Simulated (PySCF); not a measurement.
PySCF 2.14 output of an unrestricted PBE0 calculation on a single atom or ion in cc-pVTZ-PP with ECP60MDF (5s5p4d2f1g, 63 functions), with a scalar-relativistic core potential:

```
SCF conv_tol = 1e-09
number electrons alpha = 9  beta = 4
    C. Adamo and V. Barone.,  J. Chem. Phys. 110, 6158 (1999)
    M. Ernzerhof and G. E. Scuseria.,  J. Chem. Phys. 110, 5029 (1999)
cycle= 1 E= -67.0010442969452  delta_E= -0.00436  |g|= 0.0135  |ddm|= 0.0795
cycle= 2 E= -67.00111597226  delta_E= -7.17e-05  |g|= 0.0051  |ddm|= 0.0188
cycle= 3 E= -67.0011254145773  delta_E= -9.44e-06  |g|= 0.000976  |ddm|= 0.0067
cycle= 4 E= -67.0011258335893  delta_E= -4.19e-07  |g|= 0.000101  |ddm|= 0.00112
cycle= 5 E= -67.0011258384147  delta_E= -4.83e-09  |g|= 3.17e-06  |ddm|= 0.000177
cycle= 6 E= -67.0011258384235  delta_E= -8.75e-12  |g|= 1.66e-07  |ddm|= 7.72e-06
converged SCF energy = -67.0011258384235  <S^2> = 8.751532  2S+1 = 6.0005107
```

The run itself started from symmetry-adapted Hartree-Fock orbitals and held the occupation by maximum overlap, on a logarithmic radial grid, so the iterations belong to that start.

Task: Which element, charge and spin multiplicity is this?

Result: W⁺ (tungsten, charge +1), multiplicity 6; the state was [Xe] 4f14 5d4 6s1, high-spin 6D determinant.

Energies and moments cover only the electrons outside the core potential. Spin-orbit coupling, absent here, splits the open shell strongly.
